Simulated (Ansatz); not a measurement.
Geometry optimisation, RKS PBE0/6-31G in Ansatz.

Input file:

```yaml
crystal:
  periodic: [false, false, false]
  atoms:
    - { symbol: C, position_ang: [-1.3944, 0.3594, 1.0562] }
    - { symbol: B, position_ang: [0.0715, 0.5096, 0.5866] }
    - { symbol: Cl, position_ang: [1.3135, 1.1575, 1.7473] }
    - { symbol: C, position_ang: [0.5789, 0.0897, -0.8884] }
    - { symbol: "N", position_ang: [1.4722, -1.0197, -0.8416] }
    - { symbol: H, position_ang: [-1.5496, 0.7671, 2.0916] }
    - { symbol: H, position_ang: [-2.0472, 1.0371, 0.3888] }
    - { symbol: H, position_ang: [-1.7374, -0.6346, 0.9668] }
    - { symbol: H, position_ang: [0.9692, 0.9731, -1.3454] }
    - { symbol: H, position_ang: [-0.3877, -0.2335, -1.4429] }
    - { symbol: H, position_ang: [1.8017, -1.1881, -1.7754] }
    - { symbol: H, position_ang: [0.9864, -1.8727, -0.5095] }
basis:
  gaussian: { orbitals: "6-31G" }
hamiltonian:
  xc: pbe0
relax:
  f_tol: 0.02
  max_steps: 50
output:
  orbitals: {}
```

Command:

```bash
$ ansatz run input.yaml --threads 1 --pin off --max-ram 2048MiB --backend cpu --events-out ev --progress --plain --runs-dir out
```

Q: Where does it end, and by what steps?

A: The forces met the threshold. The force dipped under the threshold on the way, but the program's further checks kept it going. Limits of this set-up: no polarisation functions. After 24 steps the energy has fallen by 0.620 eV; Cl3 moved furthest, 1.83 Å.

```tsv
step	energy less start (eV)	largest force component (eV/Å)	accepted
0	0.0000	3.656	yes
1	-0.3450	1.259	yes
2	-0.3968	0.375	yes
3	-0.4041	0.314	yes
4	-0.4194	0.268	yes
5	-0.4379	0.610	yes
6	-0.4806	0.255	yes
7	-0.5175	0.162	yes
8	-0.5447	0.283	yes
9	-0.5446	0.716	no
10	-0.5606	0.225	yes
11	-0.5763	0.186	yes
12	-0.5924	0.212	yes
13	-0.6077	0.344	yes
14	-0.5375	0.822	no
15	-0.6111	0.351	yes
16	-0.6144	0.182	yes
17	-0.6149	0.341	yes
18	-0.6132	0.348	no
19	-0.6188	0.055	yes
20	-0.6195	0.018	yes
21	-0.6198	0.026	yes
22	-0.6199	0.019	yes
23	-0.6199	0.036	no
24	-0.6200	0.005	yes
```

```xyz
12
Properties=species:S:1:pos:R:3
C -1.455 0.688 1.006
B -0.102 0.022 0.612
Cl 0.947 -0.620 1.964
C 0.383 -0.144 -0.861
N 1.702 -0.656 -1.082
H -1.272 1.580 1.621
H -2.047 0.989 0.135
H -2.061 0.016 1.627
H 0.248 0.853 -1.325
H -0.427 -0.757 -1.325
H 1.986 -0.903 -2.012
H 2.174 -1.121 -0.327
```

Whether the end is a true minimum wasn't checked by a vibrational analysis.

The run took 70 s on 1 thread of Intel(R) Xeon(R) Platinum 8488C (Sapphire Rapids), with other jobs on the host, peak memory 0.18 GiB.
